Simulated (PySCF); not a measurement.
# TDDFT excited states: C4H4F3OP

Compound: C₄H₄F₃OP.
InChI=1S/C4H4F3OP/c5-4(6,7)1-2-9-3-8/h1-2H2

Computed with PySCF 2.14.0, density-fitted response routines, TDDFT B3LYP/def2-SVPD, vertical, gas phase, core orbitals frozen in the response. The structure is a single GFN2-xTB conformer in the gas phase; no vibrational or solvent corrections. Torsions of this conformer, `[O:1]=[C:2]=[P:3][CH2:4][CH2:5][C:6]([F:7])([F:8])[F:9]`: C2–P3–C4–C5 -72°, P3–C4–C5–C6 -175°, C4–C5–C6–F7 180°.

```
state  E (eV)  λ (nm)       f  main configurations (H = HOMO, L = LUMO)
   S1    2.81   440.9  0.0008                                H→L (100%)
   S2    4.85   255.7  0.0076                  H-1→L (52%), H→L+1 (47%)
   S3    5.97   207.8   0.032                               H→L+2 (91%)
   S4    6.17   201.1  0.0075                               H→L+3 (89%)
   S5    6.52   190.3  0.0089                             H-1→L+1 (93%)
   S6    6.61   187.4   0.317     H→L+1 (36%), H-1→L (34%), H→L+4 (14%)
   S7    6.93   178.8   0.038                               H→L+4 (78%)
   S8    7.08   175.0  0.0035                               H→L+5 (88%)
```

Triplets, Tamm–Dancoff:

```tsv
state	E (eV)	λ (nm)	main configurations (H = HOMO, L = LUMO)
T1	2.46	504.3	H→L (99%)
T2	3.51	353.1	H→L+1 (97%)
T3	4.41	280.9	H-1→L (97%)
```

The lowest singlet comes at 441 nm (271 kJ/mol) in the visible; it is very weak; its leading configuration is HOMO→LUMO (100%). The most intense listed level is S6 at 6.61 eV (187 nm, f = 0.317), 3.80 eV above S1. Löwdin shares by element: HOMO phosphorus 46%, carbon 32% or more, oxygen 16%; LUMO carbon 47% or more, oxygen 28%, phosphorus 20%. Weighted by f, the mean energy of these states is 6.55 eV. Orbital energies (eV): HOMO-3 -11.09, HOMO-2 -10.67, HOMO-1 -8.70, HOMO -6.77, LUMO -2.47, LUMO+1 -1.03, LUMO+2 0.20. The oscillator strengths of these states sum to 0.415; summed over the whole spectrum of an exact calculation they would give the number of electrons, 78 (Thomas–Reiche–Kuhn). S1 lies in the visible range (380 to 750 nm), at 441 nm, f = 0.0008; light of that wavelength is blue, and its complementary colour is yellow; a Tamm–Dancoff triplet lies at 504 nm, without intensity as long as spin–orbit coupling is left out. Only the lowest 8 singlets were computed, as vertical energies without vibronic structure.
